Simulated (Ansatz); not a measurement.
Start from `B[O][AlH][OH]` and change one atom or group to get `[OH][AlH][OH]`.

Ansatz, PBE0-D4/def2-TZVP geometries, multiplicity 1. Each molecule was computed in one conformer, which needn't be the lowest.

| property | `B[O][AlH][OH]` |
| --- | --- |
| HOMO–LUMO gap (B3LYP/def2-TZVPP) / eV | 7.09 |
| LUMO energy (ωB97M-V/def2-TZVPP) / eV | 1.17 |
| size of the dipole moment (PBE/def2-TZVPP) / D | 0.85 |
| LUMO energy (B3LYP/def2-TZVPP) / eV | -0.71 |
| size of the dipole moment (B3LYP/def2-TZVPP) / D | 0.78 |
| zero-point energy (PBE0-D4/def2-TZVP) / kJ/mol | 120.5 |

Question: Give the same properties after the change, and the shifts. (Best estimate.)

Answer: The calculation gave: 
| property | `[OH][AlH][OH]` | shift |
| --- | --- | --- |
| HOMO–LUMO gap (B3LYP/def2-TZVPP) / eV | 8.34 | 1.25 |
| LUMO energy (ωB97M-V/def2-TZVPP) / eV | 1.39 | 0.22 |
| size of the dipole moment (PBE/def2-TZVPP) / D | 2.35 | 1.50 |
| LUMO energy (B3LYP/def2-TZVPP) / eV | -0.47 | 0.24 |
| size of the dipole moment (B3LYP/def2-TZVPP) / D | 2.39 | 1.61 |
| zero-point energy (PBE0-D4/def2-TZVP) / kJ/mol | 89.3 | -31.2 |

With PBE0 the HOMO falls by 1.09 eV and the LUMO rises by 0.33 eV, so the gap widens by about 1.42 eV. PBE moves the HOMO by -0.83 eV and ωB97M-V by -1.24 eV. The zero-point energy changes by -31.2 kJ/mol with -6 modes. Dipoles are sizes alone; their direction can turn.

B3LYP here is the variant with VWN-RPA as its local correlation; programs differ in this.
